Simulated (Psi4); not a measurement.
C$_{2}$H$_{3}$O$_{2}$ (SMILES [CH2]C(=O)O), doublet, at a GFN2-xTB geometry; HF/def2-SVP (Psi4 1.11).

Psi4 was given this input:
```
memory 2 GB

molecule {
0 2
C     0.04765939    0.08243276   -0.05118241
O     0.27214038    1.15850639   -0.57845970
O    -1.15674511   -0.20174152    0.49367599
H    -1.74941322    0.55735887    0.38773571
C     0.98018779   -0.98897084    0.06432854
H     0.69019151   -1.90286014    0.54732555
H     1.96897649   -0.86938916   -0.33566831
}

set {
  basis def2-svp
  reference uhf
}

energy('scf')
print_variables()
```

It wrote (shortened):

```
   => Loading Basis Set <=

    Name: DEF2-SVP
    Role: ORBITAL
    Keyword: BASIS

         ---------------------------------------------------------
                                   SCF
               by Justin Turney, Rob Parrish, Andy Simmonett
                          and Daniel G. A. Smith
                              UHF Reference
         ---------------------------------------------------------

  ==> Geometry <==

    Molecular point group: c1
    Full point group: C1

    Geometry (in Angstrom), charge = 0, multiplicity = 2:

       Center              X                  Y                   Z               Mass
    ------------   -----------------  -----------------  -----------------  -----------------
         C            0.062878624680     0.045276843172    -0.041112283778    12.000000000000
         O            0.287359614680     1.121350473172    -0.568389573778    15.994914619570
         O           -1.141525875320    -0.238897436828     0.503746116222    15.994914619570
         H           -1.734193985320     0.520202953172     0.397805836222     1.007825032230
         C            0.995407024680    -1.026126756828     0.074398666222    12.000000000000
         H            0.705410744680    -1.940016056828     0.557395676222     1.007825032230
         H            1.984195724680    -0.906545076828    -0.325598183778     1.007825032230

  Running in c1 symmetry.

  Rotational constants: A =      0.39232  B =      0.35788  C =      0.18716 [cm^-1]
  Rotational constants: A =  11761.56956  B =  10728.94946  C =   5610.77694 [MHz]
  Nuclear repulsion =  113.963193729945672

  Charge       = 0
  Multiplicity = 2
  Electrons    = 31
  Nalpha       = 16
  Nbeta        = 15

  ==> Algorithm <==

  SCF Algorithm Type is DF.
  DIIS enabled.
  MOM disabled.
  Fractional occupation disabled.
  Guess Type is SAD.
  Energy threshold   = 1.00e-06
  Density threshold  = 1.00e-06
  Integral threshold = 1.00e-12

  ==> Primary Basis <==

  Basis Set: DEF2-SVP
    Blend: DEF2-SVP
    Number of shells: 33
    Number of basis functions: 71
    Number of Cartesian functions: 75
    Spherical Harmonics?: true
    Max angular momentum: 2

   => Loading Basis Set <=

    Name: (DEF2-SVP AUX)
    Role: JKFIT
    Keyword: DF_BASIS_SCF

  ==> Integral Setup <==

  SCF_SUBTYPE=INCORE selected. In-core MEM_DF algorithm will be used.
  Using in-core AOs.

  ==> MemDFJK: Density-Fitted J/K Matrices <==

    J tasked:                   Yes
[...]
   @DF-UHF iter  12:  -227.01186744028902   -2.51434e-07   1.47150e-06 DIIS
   @DF-UHF iter  13:  -227.01186745665939   -1.63704e-08   4.82140e-07 DIIS
  Energy and wave function converged.

  ==> Post-Iterations <==

   @Spin Contamination Metric:   6.789615206E-02
   @S^2 Expected:                7.500000000E-01
   @S^2 Observed:                8.178961521E-01
   @S   Expected:                5.000000000E-01
   @S   Observed:                5.000000000E-01

    Orbital Energies [Eh]
    ---------------------

    Alpha Occupied:

[...]
      16A     -0.424148

    Alpha Virtual:

[...]
      71A      4.194711

    Beta Occupied:

[...]
    Beta Virtual:

[...]
    Final Occupation by Irrep:
              A
    DOCC [    15 ]
    SOCC [     1 ]
    NA   [    16 ]
    NB   [    15 ]

  @DF-UHF Final Energy:  -227.01186745665939

   => Energetics <=

    Nuclear Repulsion Energy =            113.9631937299456723
    One-Electron Energy =                -536.3362089604685252
    Two-Electron Energy =                 195.3611477738634790
    Total Energy =                       -227.0118674566593882

  UHF NO Occupations:
  HONO-2 :   14  A 1.9971427
  HONO-1 :   15  A 1.9703770
  HONO-0 :   16  A 1.0000000
  LUNO+0 :   17  A 0.0296230
  LUNO+1 :   18  A 0.0028573
  LUNO+2 :   19  A 0.0007331
  LUNO+3 :   20  A 0.0006527

Computation Completed

Properties will be evaluated at   0.000000,   0.000000,   0.000000 [a0]

Properties computed using the SCF density matrix

 Multipole Moments:

 ------------------------------------------------------------------------------------
     Multipole            Electronic (a.u.)      Nuclear  (a.u.)        Total (a.u.)
 ------------------------------------------------------------------------------------

 L = 1.  Multiply by 2.5417464519 to convert [e a0] to [Debye]
 Dipole X            :         -0.9795113            0.8915658           -0.0879455
 Dipole Y            :          1.5601324           -2.1766496           -0.6165172
 Dipole Z            :         -0.3022338            0.5899233            0.2876895
 Magnitude           :                                                    0.6859979

 ------------------------------------------------------------------------------------

  Variable Map:
  ----------------------------------------------------------------------------
[...]
  Array Variable Map:
  ----------------------------------------------------------------------------
[...]
[...]
```
